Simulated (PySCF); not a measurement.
PySCF job for Ge(Cl)2 cation (Cl₂Ge), SMILES [Cl][Ge][Cl] (connectivity only; charge and spin as stated), charge +1, multiplicity 2, C-PCM-PBE0/def2-SVP. Coordinates come from a PBE0-D3(BJ)/def2-TZVP optimisation. The multiplicity is an assumed one; other spin states were not compared. The isomer is the one that the SMILES or the coordinates give; other isomers of the formula were not compared.

```python
import numpy as np
from pyscf import gto, scf, dft
from pyscf.solvent import pcm

mol = gto.M(
    atom='''
    Ge    0.00000000    0.00000000    0.53035921
    Cl    0.00000000   -1.80156376   -0.49916161
    Cl    0.00000000    1.80156376   -0.49916161
    ''',
    basis='def2-SVP',
    charge=1,
    spin=1,
    max_memory=1600,
    verbose=3,
)
mf = dft.UKS(mol, xc='pbe0').density_fit(auxbasis='def2-universal-jkfit')
mf.grids.level = 3
mf.conv_tol = 1e-9
mf.max_cycle = 100
mf.kernel()
fine, coarse = mf.grids, dft.Grids(mol).set(level=1).build(with_non0tab=True)
for _ in range(3):  # follow internal instabilities
    mf.grids = coarse
    mo, _, stable, _ = mf.stability(return_status=True, nroots=4)
    mf.grids = fine
    if stable:
        break
    mf.kernel(mf.make_rdm1(mo, mf.mo_occ))
res = {}
for name, eps in {'water': 78.355, 'dichloromethane': 8.93, 'N,N-dimethylformamide': 37.219}.items():
    s = mf.PCM()
    s.with_solvent.method, s.with_solvent.eps, s.with_solvent.lebedev_order = 'C-PCM', eps, 29
    s.kernel(mf.make_rdm1())
    res[name] = (s.e_tot, eps, s.dip_moment(), s.mo_energy, s.converged)
    print(f'{name}: electrostatic solvation free energy {(s.e_tot - mf.e_tot) * 627.509474:.3f} kcal/mol')
```

It prints:

```

WARN: HOMO -0.248014163252531 >= LUMO -0.248014163252534

converged SCF energy = -2996.00795541818  <S^2> = 0.75530697  2S+1 = 2.0052999
<class 'pyscf.df.df_jk.DFUKS'> wavefunction is stable in the internal stability analysis

WARN: PCM is an experimental feature. It is still in testing.
Features and APIs may be changed in the future.

converged SCF energy = -2996.10102099731  <S^2> = 0.75505337  2S+1 = 2.005047

WARN: System has nonzero charge 1; the dipole moment is origin-dependent.
Location of origin: [0. 0. 0.]

Dipole moment(X, Y, Z, Debye):  0.00000, -0.00000,  1.97719
water: electrostatic solvation free energy -58.400 kcal/mol

WARN: PCM is an experimental feature. It is still in testing.
Features and APIs may be changed in the future.

converged SCF energy = -2996.09157562136  <S^2> = 0.75508365  2S+1 = 2.0050772

WARN: System has nonzero charge 1; the dipole moment is origin-dependent.
Location of origin: [0. 0. 0.]

Dipole moment(X, Y, Z, Debye): -0.00000,  0.00000,  1.91619
dichloromethane: electrostatic solvation free energy -52.472 kcal/mol

WARN: PCM is an experimental feature. It is still in testing.
Features and APIs may be changed in the future.

converged SCF energy = -2996.09967669183  <S^2> = 0.75505775  2S+1 = 2.0050514

WARN: System has nonzero charge 1; the dipole moment is origin-dependent.
Location of origin: [0. 0. 0.]

Dipole moment(X, Y, Z, Debye): -0.00000, -0.00000,  1.96834
N,N-dimethylformamide: electrostatic solvation free energy -57.556 kcal/mol
```

Self-consistency was reached.
